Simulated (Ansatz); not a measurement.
HS2 (SMILES [S]S) moved off its minimum; all values from Ansatz (an electronic-structure program), cores frozen in correlated methods. Open shells are unrestricted.
(charge 0, multiplicity 2)
```xyz
3

S      1.0962    -0.3530    -0.0717
S     -0.7785     0.5281    -0.0097
H     -1.6249    -0.5050    -0.1642
```

Task: Give the forces (eV/Å), the total energy and the dipole at CCSD(T)/aug-cc-pV(T+d)Z.

Result: 
```tsv
atom	Fx	Fy	Fz
S1	-1.567	0.524	0.025
S2	1.397	-0.261	0.004
H3	0.170	-0.263	-0.029
```
Energy -796.0606 hartree, dipole 1.39 D.
